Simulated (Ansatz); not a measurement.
# Relative stability

Two isomers of CHOSe (charge +1), closed shell, relaxed at PBE0-D4/def2-TZVP (vibrations not checked).

A:

O1  (0.585, -1.398, 0.765)
C2  (0.110, -0.557, 0.200)
Se3  (-0.717, 0.733, -0.751)
H4  (0.222, 1.705, -0.136)
(Å)

B:

```csv
atom,x (Å),y (Å),z (Å)
C1,-0.0696,0.2627,-0.1470
O2,-0.8332,-0.6323,0.2139
Se3,1.1633,-0.8370,0.6003
H4,-0.2605,1.2066,-0.6671
```

Ansatz 0.2.0; basis: def2-TZVPP; cores frozen in the correlated methods. Filled d shells of the heavier atoms are correlated. The def2 sets are not built for correlating such inner shells, so the correlated values are less sure here. B3LYP uses VWN-RPA correlation.

(1) Which structure is lower at CCSD(T), and by how much? (Judge from chemistry; the value comes from the calculation.)

No T1 diagnostic of these runs exceeds 0.025. The restricted Hartree–Fock reference is unstable towards an unrestricted one at one or more of these structures.

Results:

(1) Computed: A, by 47.40 kcal/mol (electronic energy, against the other). By their contacts, A is CHOSe ([O][C][SeH]), total charge +1 and B is CHOSe ([CH]1[O][Se]1), total charge +1.

All methods give the same order:

```json
{"method": "PBE-D4", "E(B) − E(A) (kcal/mol)": "42.59"}
{"method": "r2SCAN-D4", "E(B) − E(A) (kcal/mol)": "46.31"}
{"method": "PBE0-D4", "E(B) − E(A) (kcal/mol)": "46.76"}
{"method": "B3LYP-D4", "E(B) − E(A) (kcal/mol)": "46.71"}
{"method": "wB97M-V", "E(B) − E(A) (kcal/mol)": "48.23"}
{"method": "HF", "E(B) − E(A) (kcal/mol)": "58.01"}
{"method": "MP2", "E(B) − E(A) (kcal/mol)": "50.73"}
{"method": "CCSD", "E(B) − E(A) (kcal/mol)": "50.26"}
{"method": "CCSD(T)", "E(B) − E(A) (kcal/mol)": "47.40"}
```

Labels in which every atom is bracketed show which atoms are joined, not bond orders.
